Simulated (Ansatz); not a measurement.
`[CH3][Zn][PH2]`, 8 atoms. Charge 0, multiplicity 1. For Zn the d shell is correlated and the shells below it are frozen. Scalar relativity is left out up to krypton. All runs use 2 threads of an Arm Neoverse V1 on a shared host. Correlated methods freeze the cores.

(1) Give the basis size and wall time and peak host memory of each of these runs in Ansatz. RHF-CCSD(T) with 3s3p of Cu, Zn/def2-TZVPP energy; RKS B97M-V/def2-TZVPP energy; RKS PBE0-D4/def2-TZVP frequencies; RHF-CCSD(T) with 3s3p of Cu, Zn/def2-SVP energy; RKS PBE0-D4/def2-SVP energy; RKS CAM-B3LYP-D4/def2-TZVPP energy; direct RPA on PBE orbitals with 3s3p of Cu, Zn/def2-TZVPP energy; RKS PBE0-D4/def2-QZVPP energy; RKS ωB97M-V/def2-QZVPP energy; RHF-MP2 with 3s3p of Cu, Zn/def2-QZVPP energy; RKS PBE0-D4/def2-TZVP relaxation (8 steps); RKS r2SCAN-D4/def2-TZVPP energy and forces. (Best estimate.)

Results:

(1) Ansatz gave: Other jobs shared the machine, so times are rough.

```json
{"level": "RKS PBE0-D4/def2-SVP", "job": "energy", "functions": "88", "wall time": "1.7 s", "peak host memory (GiB)": "0.16"}
{"level": "RHF-CCSD(T) with 3s3p of Cu, Zn/def2-SVP", "job": "energy", "functions": "88", "wall time": "3.3 s", "peak host memory (GiB)": "0.26"}
{"level": "RKS CAM-B3LYP-D4/def2-TZVPP", "job": "energy", "functions": "207", "wall time": "4.9 s", "peak host memory (GiB)": "0.52"}
{"level": "direct RPA on PBE orbitals with 3s3p of Cu, Zn/def2-TZVPP", "job": "energy", "functions": "207", "wall time": "6.5 s", "peak host memory (GiB)": "0.37"}
{"level": "RKS r2SCAN-D4/def2-TZVPP", "job": "energy and forces", "functions": "207", "wall time": "7.5 s", "peak host memory (GiB)": "0.26"}
{"level": "RKS PBE0-D4/def2-QZVPP", "job": "energy", "functions": "377", "wall time": "12 s", "peak host memory (GiB)": "1.1"}
{"level": "RKS B97M-V/def2-TZVPP", "job": "energy", "functions": "207", "wall time": "15 s", "peak host memory (GiB)": "0.31"}
{"level": "RHF-MP2 with 3s3p of Cu, Zn/def2-QZVPP", "job": "energy", "functions": "377", "wall time": "23 s", "peak host memory (GiB)": "1.6"}
{"level": "RKS ωB97M-V/def2-QZVPP", "job": "energy", "functions": "377", "wall time": "28 s", "peak host memory (GiB)": "1.2"}
{"level": "RKS PBE0-D4/def2-TZVP", "job": "relaxation (8 steps)", "functions": "146", "wall time": "33 s", "peak host memory (GiB)": "0.35"}
{"level": "RHF-CCSD(T) with 3s3p of Cu, Zn/def2-TZVPP", "job": "energy", "functions": "207", "wall time": "97 s", "peak host memory (GiB)": "2.6"}
{"level": "RKS PBE0-D4/def2-TZVP", "job": "frequencies", "functions": "146", "wall time": "2.2 min", "peak host memory (GiB)": "0.35"}
```
